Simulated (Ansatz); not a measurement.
`C[SiH2]Br` + `C=S` → `S=C[SiH2]Br` + CH₄ at 700 K and 1 bar (formal exchange of groups at the Si–C bond).

Computed with Ansatz on PBE0-D4/def2-TZVP structures; ΔE is electronic, products minus reactants. CBS: MP2 limit from def2 TZ/QZ plus the TZ coupled-cluster correction, frozen cores. This one scheme is used for every species. For Br outer-core shells are correlated without core-valence functions, which leaves a few kJ/mol of doubt a bond. Scalar relativity is left out up to krypton. Each species was taken in one conformer, which may not be the lowest.

| species | CCSD(T)/CBS energy (Eh) | H − E (kJ/mol) | S (J/(mol·K)) |
| --- | --- | --- | --- |
| `C[SiH2]Br` | -2903.51417 | 201.6 | 395.7 |
| `C=S` | -436.98974 | 94.3 | 270.0 |
| `S=C[SiH2]Br` | -3300.04247 | 151.5 | 436.5 |
| CH₄ | -40.46206 | 145.9 | 224.0 |

H − E and S are ideal-gas, rigid-rotor, harmonic terms from PBE0-D4/def2-TZVP, for one conformer and one mirror image of each species. 1 Eh = 2625.50 kJ/mol, R = 8.31446 J/(mol·K).

Q: By hand: ΔE, ΔH, ΔS and ΔG.

A: ΔE = (-3300.04247) + (-40.46206) − (-2903.51417) − (-436.98974) = -0.00062 Eh = -1.6 kJ/mol. Δ(H − E) = 151.5 + 145.9 − 201.6 − 94.3 = 1.5, so ΔH = -0.1 kJ/mol. ΔS = 436.5 + 224.0 − 395.7 − 270.0 = -5.2 J/(mol·K). ΔG = -0.1 − 700 × (-5.2)/1000 = 3.5 kJ/mol.

Q: By hand: the equilibrium constant, and the temperature at which ΔG would vanish if ΔH and ΔS stayed fixed.

A: log₁₀ K = −ΔG/(RT ln 10) = -0.3. ΔG = 0 at ΔH/ΔS = 19 K, though so small a ΔH makes that figure unsure.

TΔS isn't small against ΔH here. The sign of ΔG lies within the doubt. A doubt of 5 kJ/mol in ΔE shifts log₁₀ K by 0.4 here. Other conformers and mirror images would add mixing entropy, several J/(mol·K) or more a flexible species. Modes under 60 cm⁻¹, often nearly free rotors, make the harmonic entropy too high. These are equilibria of isolated gas molecules and say nothing of rates. Largest T1 diagnostic: 0.016 (customary marks: 0.02 for closed shells, 0.045 for open ones).
